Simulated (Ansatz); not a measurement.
`CO[Si](CCC(F)(F)C(F)(F)C(F)(F)C(F)(F)F)(OC)OC` with charge -1. The state is a doublet with charge -1. Geometry PBE-D4/def2-SVP, that of the neutral singlet; atoms count from 1.

| atom | x (Å) | y (Å) | z (Å) |
| --- | --- | --- | --- |
| C1 | -0.565 | -3.105 | -2.420 |
| O2 | 0.236 | -2.460 | -1.445 |
| Si3 | -0.231 | -2.089 | 0.111 |
| C4 | -1.175 | -0.477 | 0.236 |
| C5 | -0.322 | 0.722 | -0.197 |
| C6 | -1.080 | 2.032 | -0.083 |
| F7 | -2.235 | 1.978 | -0.822 |
| F8 | -1.447 | 2.274 | 1.213 |
| C9 | -0.321 | 3.295 | -0.603 |
| F10 | -0.146 | 3.161 | -1.945 |
| F11 | -1.097 | 4.386 | -0.373 |
| C12 | 1.081 | 3.543 | 0.037 |
| F13 | 1.966 | 2.667 | -0.507 |
| F14 | 1.025 | 3.329 | 1.375 |
| C15 | 1.644 | 4.984 | -0.187 |
| F16 | 0.979 | 5.874 | 0.562 |
| F17 | 1.543 | 5.331 | -1.481 |
| F18 | 2.940 | 5.004 | 0.166 |
| O19 | 1.158 | -1.846 | 0.999 |
| C20 | 2.265 | -2.734 | 1.013 |
| O21 | -1.133 | -3.400 | 0.629 |
| C22 | -1.738 | -3.522 | 1.902 |
| H23 | 0.093 | -3.463 | -3.239 |
| H24 | -1.110 | -3.977 | -1.997 |
| H25 | -1.313 | -2.409 | -2.864 |
| H26 | -1.518 | -0.334 | 1.282 |
| H27 | -2.090 | -0.546 | -0.388 |
| H28 | 0.592 | 0.787 | 0.425 |
| H29 | 0.012 | 0.614 | -1.248 |
| H30 | 3.099 | -2.250 | 1.561 |
| H31 | 2.019 | -3.690 | 1.528 |
| H32 | 2.609 | -2.975 | -0.016 |
| H33 | -2.177 | -4.536 | 1.993 |
| H34 | -1.004 | -3.389 | 2.730 |
| H35 | -2.558 | -2.782 | 2.051 |

Single mean-field runs in def2-TZVP are fitted with def2-universal-jkfit. The highest occupied level of the charge -1 doublet lies above zero (up to 2.88 eV). By energy differences it is unbound by 1.72 eV (vertical, against the charge 0 singlet, at PBE0-D4/def2-TZVP) and held by the finite basis.

**Question.** Estimate the Mulliken populations of the heavy atoms from the PBE0/def2-TZVP orbitals of Ansatz.

**Answer.** 
```json
{"atom": "C1", "charge (e)": "0.01", "spin (α − β)": "-0.21"}
{"atom": "O2", "charge (e)": "-0.34", "spin (α − β)": "-0.01"}
{"atom": "Si3", "charge (e)": "0.48", "spin (α − β)": "0.22"}
{"atom": "C4", "charge (e)": "0.11", "spin (α − β)": "-0.45"}
{"atom": "C5", "charge (e)": "-0.37", "spin (α − β)": "0.08"}
{"atom": "C6", "charge (e)": "0.33", "spin (α − β)": "0.06"}
{"atom": "F7", "charge (e)": "-0.18", "spin (α − β)": "-0.01"}
{"atom": "F8", "charge (e)": "-0.18", "spin (α − β)": "-0.01"}
{"atom": "C9", "charge (e)": "0.23", "spin (α − β)": "0.12"}
{"atom": "F10", "charge (e)": "-0.18", "spin (α − β)": "0.00"}
{"atom": "F11", "charge (e)": "-0.16", "spin (α − β)": "0.00"}
{"atom": "C12", "charge (e)": "0.22", "spin (α − β)": "0.08"}
{"atom": "F13", "charge (e)": "-0.16", "spin (α − β)": "0.01"}
{"atom": "F14", "charge (e)": "-0.16", "spin (α − β)": "0.00"}
{"atom": "C15", "charge (e)": "0.39", "spin (α − β)": "0.04"}
{"atom": "F16", "charge (e)": "-0.15", "spin (α − β)": "0.00"}
{"atom": "F17", "charge (e)": "-0.15", "spin (α − β)": "0.00"}
{"atom": "F18", "charge (e)": "-0.15", "spin (α − β)": "0.00"}
{"atom": "O19", "charge (e)": "-0.33", "spin (α − β)": "-0.01"}
{"atom": "C20", "charge (e)": "-0.08", "spin (α − β)": "-0.12"}
{"atom": "O21", "charge (e)": "-0.31", "spin (α − β)": "-0.02"}
{"atom": "C22", "charge (e)": "0.07", "spin (α − β)": "-0.28"}
```
Mulliken values depend strongly on the basis.

**Question.** Where does the spin sit?

**Answer.** Summed by element: C -0.68, O -0.05, Si 0.22, F -0.01, H 1.51, of 1 unpaired in all. Largest on single atoms: C4 -0.45, C22 -0.28, H27 0.26.

**Question.** And the Mayer bond orders between heavy atoms (over 0.3)?

**Answer.** C1–O2 0.98 (1.42 Å); O2–Si3 1.12 (1.67 Å); Si3–C4 0.69 (1.87 Å); Si3–O19 1.16 (1.67 Å); Si3–O21 1.13 (1.67 Å); C4–C5 0.85 (1.53 Å); C5–C6 1.04 (1.52 Å); C6–F7 1.05 (1.37 Å); C6–F8 1.05 (1.37 Å); C6–C9 0.98 (1.56 Å); C9–F10 1.08 (1.36 Å); C9–F11 1.04 (1.36 Å); C9–C12 0.96 (1.56 Å); C12–F13 1.04 (1.36 Å); C12–F14 1.07 (1.36 Å); C12–C15 0.97 (1.56 Å); C15–F16 1.16 (1.34 Å); C15–F17 1.15 (1.34 Å); C15–F18 1.14 (1.34 Å); O19–C20 0.98 (1.42 Å); O21–C22 1.01 (1.41 Å).
